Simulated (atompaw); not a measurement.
# Before and after: PAW (atompaw) potential for fluorine (F)

atompaw 4.2.0.5 input, output lines left out:

```
F 9
GGA-PBESOL loggrid 1500 logderivrange -4 5 226
2 2 0 0 0 0
2 1 5
0 0 0
c
v
v
1
1.80 1.30 1.70 0.90
y
2.35
n
y
-0.2
n
custom rrkj gramschmidtortho sinc
2 0 vpsmatchnc
1.80
1.80
1.80
1.80
```

Change: wave 2s channel at 2.35 Ry: rc 1.80 bohr becomes 2s channel at -1.85 Ry: rc 1.80 bohr.

Cutoffs: the cutoffs (Ry, on a coarse ladder) from which the occupation-weighted sum of valence levels, in a spherical-Bessel basis at the reference potential, stays within 10 and 1 mRy of its value at 400 Ry; they do not see the model core or the augmentation charge, which bear on the density cutoff.

Task: What does the change do?

Result: The potential gets harder (21 Ry and 35 Ry → 25 Ry and 35 Ry); the range in which the s phases agree narrows (upper end at the end of the scan → 2.7); neither file shows a bound ghost.

| quantity | base | changed |
| --- | --- | --- |
| cutoff, loose | 21 Ry | 25 Ry |
| cutoff, tight | 35 Ry | 35 Ry |
| bound ghosts | none | none |
| s: phases at 1.81 bohr within 0.05 rad from the reference energy up to (Ry; the scan ends near 5) | to the end of the scan | 2.7 |
| p: phases at 1.81 bohr within 0.05 rad from the reference energy up to (Ry; the scan ends near 5) | to the end of the scan | to the end of the scan |
| lowest overlap eigenvalue by channel | s 0.07, p 1.00 | s 0.56, p 1.00 |

 The cutoffs see the waves, projectors and local potential, not the compensation charge or the core.
